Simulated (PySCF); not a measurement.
C7H10P (charge +1).
Numbering: `[CH:1]#[C:2][CH2:3][PH+:4]1[CH2:5][CH:6]=[CH:7][CH2:8]1` (hydrogens: H9 on C1; H10, H11 on C3; H12 on P4; H13, H14 on C5; H15 on C6; H16 on C7; H17, H18 on C8)

Theory: TDDFT CAM-B3LYP/def2-SVPD, vertical, gas phase, core orbitals frozen in the response in PySCF. The structure is a single GFN2-xTB conformer in the gas phase; no vibrational or solvent corrections.

```
state  E (eV)  λ (nm)  ν̃ (cm⁻¹)       f     main configurations (H = HOMO, L = LUMO)
   S1    6.38   194.3      51460  0.0001      H-2→L (32%), H-2→L+4 (20%), H-1→L (10%)
   S2    6.72   184.6      54170   0.027    H-1→L (32%), H-2→L+6 (10%), H-1→L+6 (10%)
   S3    6.88   180.2      55510  0.0020  H-1→L+6 (30%), H-1→L+5 (13%), H-2→L+6 (10%)
   S4    6.99   177.5      56350   0.011                       H→L (72%), H-2→L (12%)
   S5    7.12   174.2      57410  0.0062                                  H→L+1 (84%)
   S6    7.19   172.4      57990   0.011                                  H→L+2 (77%)
   S7    7.49   165.5      60420   0.083                   H→L+3 (48%), H-1→L+1 (19%)
   S8    7.50   165.3      60510   0.048    H-1→L+1 (35%), H→L+3 (28%), H-1→L+2 (15%)
```

Triplets (Tamm–Dancoff): T1 4.50 eV, H→L+3 (57%), H→L (14%); T2 5.37 eV, H-1→L (20%), H-1→L+4 (19%), H-2→L+6 (16%); T3 5.84 eV, H-2→L (25%), H-2→L+4 (14%).

The lowest singlet lies at 6.38 eV (194 nm, vacuum ultraviolet) and is dark (f under 0.0005); its leading configuration is HOMO-2→LUMO (32%). The most intense listed level is S7 at 7.49 eV (166 nm, f = 0.083), 1.11 eV above S1. Löwdin shares by element: HOMO carbon 76% or more (atoms not listed hold the other 24%); LUMO phosphorus 29%, carbon 27% or more (atoms not listed hold the other 44%). Orbital energies (eV): HOMO-3 -15.99, HOMO-2 -13.56, HOMO-1 -13.54, HOMO -13.27, LUMO -3.26, LUMO+1 -3.03, LUMO+2 -3.01. Weighted by f, the mean energy of these states is 7.32 eV. The oscillator strengths of these states sum to 0.189; summed over the whole spectrum of an exact calculation they would give the number of electrons, 66 (Thomas–Reiche–Kuhn). Singlets were solved by full linear response, triplets in the Tamm–Dancoff approximation.

Rough CPU time on one thread of a shared machine: about 2.6 min.
